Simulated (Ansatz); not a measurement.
`CC[Si](Cl)(Cl)Cl`, relaxed with RKS PBE-D4/def2-SVP in Ansatz 0.2.0 from a rough embedded geometry. The force threshold is 0.03 eV/Å; the program also tests the step.

Charge 0, multiplicity 1.

Start:

```xyz
11

C    -0.724   -1.303    0.328
C    -0.491   -0.027   -0.500
Si    0.861    1.153    0.025
Cl    0.574    1.872    1.797
Cl    0.968    2.744   -1.269
Cl    2.706    0.241   -0.018
H    -1.503   -1.884   -0.053
H    -0.916   -0.997    1.355
H     0.250   -1.924    0.379
H    -1.428    0.500   -0.525
H    -0.298   -0.375   -1.520
```

(1) How much energy does the relaxation release, and in how many steps? (Estimate.)

(2) Which bonds change most? (Estimate.)

(3) Give the relaxed structure. (Estimate.)

Answers

(1) Computed: 0.44 eV, in 4 steps.

(2) Computed: Si3–Cl4 from 1.933 to 2.072 Å; C1–H7 from 1.044 to 1.109 Å; C1–H9 from 1.156 to 1.108 Å; C2–H10 from 1.075 to 1.112 Å.

(3) Ansatz gave: 
```xyz
11

C    -0.663   -1.273    0.359
C    -0.508   -0.039   -0.538
Si    0.855    1.128   -0.014
Cl    0.513    1.834    1.904
Cl    0.959    2.743   -1.304
Cl    2.684    0.154   -0.026
H    -1.479   -1.930   -0.005
H    -0.903   -0.984    1.402
H     0.269   -1.873    0.383
H    -1.442    0.564   -0.571
H    -0.285   -0.324   -1.590
```
